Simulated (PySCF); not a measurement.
**Electronic structure of P (phosphorus, neutral) at the UHF level**

Configuration: [Ne] 3s1 3p4, high-spin 4P determinant (an excited configuration). Computed with PySCF 2.14 in aug-cc-pCVQZ-DK (10s9p7d5f3g, 134 functions), with the spin-free X2C one-electron Hamiltonian (Gaussian nucleus).

* Total energy: -341.241422 hartree
* One-electron energy: -471.4764 hartree
* Hartree (Coulomb) energy: 152.9441 hartree
* Exchange energy: -22.7091 hartree
* ⟨S²⟩: 3.7977
* ⟨L²⟩: 2.018
* Sum of ⟨r⟩: 15.38 bohr
* Sum of ⟨r²⟩: 32.94 bohr²
* Traceless quadrupole moment −½Σ⟨3z² − r²⟩ along its main axis: -3.32 e·bohr²
* Langevin diamagnetic susceptibility: -26.1 ×10⁻⁶ cm³/mol

```
shell  electrons  mean orbital energy (hartree)  spread (hartree)  rms radius, mean of both spins (bohr)
 1s α          1                      -80.27612                 0                                  0.120
 1s β          1                      -80.24001                 0                                  0.120
 2s α          1                       -7.63390                 0                                  0.561
 2s β          1                       -7.58107                 0                                  0.561
 2p α          3                       -5.49602           0.01226                                  0.539
 2p β          3                       -5.44664           0.01217                                  0.539
 3s α          1                       -0.89992                 0                                   2.01
 3p α          3                       -0.43652           0.05047                                   2.57
 3p β          1                       -0.23787                 0                                   2.57
```

Densities and radii are taken from the X2C orbitals without a picture-change correction, which distorts them close to the nucleus.

Spin-orbit constants ζ (cm⁻¹) from the X2C one-electron operator on these orbitals: bare nucleus, nucleus screened by l(l+1)(2l+1)/3 electrons, and screened by the Breit-Pauli mean field of the electrons.

```tsv
shell	bare	screened nucleus	mean field
2p	5476	4746	4417
3p	326.2	282.7	259.1
```

To first order the Landé constant is A = -86.38 cm⁻¹, so the lowest level has J = 5/2 and lies 0.0161 eV below the centre of the term. This holds in LS coupling only.
